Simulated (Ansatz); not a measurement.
Relaxation of C2H8BFN2 (14 atoms, charge 0, multiplicity 1), to a largest force component of 0.02 eV/Å in at most 40 steps.

Computed with Ansatz 0.2.0, RKS r2SCANh-D4/STO-3G.

```xyz
14
Properties=species:S:1:pos:R:3
B -1.520 -0.555 0.998
C -0.903 -0.565 -0.466
C 0.436 0.146 -0.562
N 1.479 -0.410 0.425
N 0.312 1.578 -0.345
F 0.973 -0.039 -1.827
H -1.849 0.527 1.470
H -1.761 -1.496 1.560
H -1.597 -0.080 -1.149
H -0.776 -1.628 -0.728
H 1.546 -1.429 0.219
H 2.351 0.058 0.324
H 1.156 2.087 -0.603
H 0.139 1.777 0.711
```

Where does it end, and by what steps?

The forces met the threshold. Limits of this set-up: minimal basis. After 13 steps the energy has fallen by 2.377 eV; H12 moved furthest, 1.23 Å. Joined: B1–N4.

| step | energy less start (eV) | largest force component (eV/Å) | accepted |
| --- | --- | --- | --- |
| 0 | 0.0000 | 4.735 | yes |
| 1 | -0.5826 | 1.283 | yes |
| 2 | -0.7168 | 0.925 | yes |
| 3 | -0.8112 | 0.417 | yes |
| 4 | -0.9894 | 0.722 | yes |
| 5 | -1.3301 | 1.400 | yes |
| 6 | -1.7844 | 1.706 | yes |
| 7 | -2.1375 | 1.477 | yes |
| 8 | -2.3262 | 0.459 | yes |
| 9 | -2.3442 | 0.508 | yes |
| 10 | -2.3737 | 0.177 | yes |
| 11 | -2.3758 | 0.086 | yes |
| 12 | -2.3766 | 0.023 | yes |
| 13 | -2.3767 | 0.017 | yes |

```xyz
14
Properties=species:S:1:pos:R:3
B -0.737 -0.668 1.005
C -1.052 -0.461 -0.585
C 0.365 0.168 -0.778
N 0.863 -0.472 0.626
N 0.360 1.644 -0.750
F 1.198 -0.279 -1.779
H -1.034 0.249 1.675
H -0.920 -1.718 1.486
H -1.842 0.225 -0.910
H -1.117 -1.383 -1.177
H 1.379 -1.370 0.443
H 1.496 0.133 1.208
H 1.317 1.981 -0.465
H -0.288 1.921 0.029
```

Whether the end is a true minimum wasn't checked by a vibrational analysis.

The run took 68 s on 1 thread of Arm Neoverse V2, on a shared host, peak memory 0.17 GiB.
